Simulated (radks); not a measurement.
Values are calculated unless marked as measured or tabulated.
Coherent X-ray form factor from a spherical all-electron density. Code: a radial shooting solver on a logarithmic mesh with Libxc functionals. Model: scalar-relativistic Kohn-Sham, LDA (Slater exchange, Perdew-Wang correlation), spin-unpolarised, spherical densities, finite nucleus; Fermi nuclear charge, rms radius of each element as measured or else 0.836 A^(1/3) + 0.57 fm.

| sin(theta)/lambda (1/angstrom) | f0 (electrons) |
|---|---|
| 0.05 | 53.596 |
| 0.1 | 50.651 |
| 0.15 | 47.305 |
| 0.2 | 43.912 |
| 0.25 | 40.744 |
| 0.3 | 37.927 |
| 0.4 | 33.234 |
| 0.5 | 29.364 |
| 0.6 | 26.063 |
| 0.8 | 21.075 |
| 1 | 17.885 |
| 1.25 | 15.144 |
| 1.5 | 12.801 |
| 2 | 8.856 |

The species is in the configuration that NIST lists as its ground one. Which atom or ion scatters so?

Answer. Neutral caesium, [Xe] 6s1. Extrapolating in s^2 from the first two rows gives f0(0) = 54.6, near the electron count 55; among species with that count, the fall with angle is slower the higher Z, and the table is that of Z = 55; from so few rows the species is fixed only to a neighbour or two.
